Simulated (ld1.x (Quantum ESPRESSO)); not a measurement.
Li (Z = 3): variants of one TM potential

Base potential:

- Element: Li
- Generator: ld1.x (Quantum ESPRESSO) 7.5
- Type: norm-conserving Troullier–Martins (Kleinman–Bylander form)
- Functional: PBEsol
- Relativity: scalar-relativistic
- Frozen core: [He]
- Valence charge: 1
- Reference configuration: 2s1 2p0
- Partial waves: 2p (bound, empty): rc 4.20 bohr; 3d channel at 0.35 Ry: rc 4.60 bohr; 2s (bound): rc 3.25 bohr
- Local potential: the s channel
- Core correction: a·sin(br)/r model core, default radius (core density twice the valence density)

All-electron outer shells of the reference configuration (PBEsol, scalar-relativistic, ld1.x):

```tsv
shell	level (eV)	outermost node (bohr)	outermost maximum (bohr)
1s	-51.37	–	0.36
2s	-2.82	0.84	3.16
2p	-1.06	–	3.91
```

Cutoffs, loose and tight: the cutoffs (Ry, on a coarse ladder) from which the occupation-weighted sum of valence levels, in a spherical-Bessel basis at the reference potential, stays within 10 and 1 mRy of its value at 400 Ry. They do not see the model core or the augmentation charge, which bear on the density cutoff. Test errors are all-electron minus pseudo excitation energies from the reference, over the configurations 2s0.5 2p0; 2s0 2p1. A dash means not determined; rows that change the core or the reference have their own tests.

```tsv
change	outcome	cutoff, loose	cutoff, tight	bound ghosts	largest test error (meV)
base	generated	6 Ry	6 Ry	none	-9.8
wave 2s (bound): rc 3.25 bohr becomes 2s (bound): rc 2.10 bohr	generated	6 Ry	6 Ry	none	-6.4
wave 2s (bound): rc 3.25 bohr becomes 2s (bound): rc 2.44 bohr	generated	6 Ry	6 Ry	none	-6.4
wave 2s (bound): rc 3.25 bohr becomes 2s (bound): rc 2.78 bohr	generated	6 Ry	6 Ry	none	-7.1
wave 2s (bound): rc 3.25 bohr becomes 2s (bound): rc 3.12 bohr	generated	6 Ry	6 Ry	none	-8.7
wave 2s (bound): rc 3.25 bohr becomes 2s (bound): rc 3.42 bohr	generated	6 Ry	6 Ry	none	-11
wave 2s (bound): rc 3.25 bohr becomes 2s (bound): rc 3.70 bohr	generated	6 Ry	6 Ry	none	-13
wave 2s (bound): rc 3.25 bohr becomes 2s (bound): rc 3.88 bohr	generated	6 Ry	6 Ry	none	-15
wave 2s (bound): rc 3.25 bohr becomes 2s (bound): rc 4.30 bohr	generated	6 Ry	6 Ry	none	-19
wave 2s (bound): rc 3.25 bohr becomes 2s (bound): rc 4.60 bohr	generated	6 Ry	6 Ry	none	-23
wave 2s (bound): rc 3.25 bohr becomes 2s (bound): rc 4.84 bohr	generated	6 Ry	6 Ry	none	-25
```

Reading the sweep of the s radius (base included, trends over the rows without a ghost): The loose cutoff stays near 6 Ry. The median size of the test errors (rows with all tests solved) rises from 4.1 meV at 2.1 to 13.7 meV at 4.84 bohr. More of the atom is replaced by a form fitted at one configuration, so other configurations suffer as the radius grows.
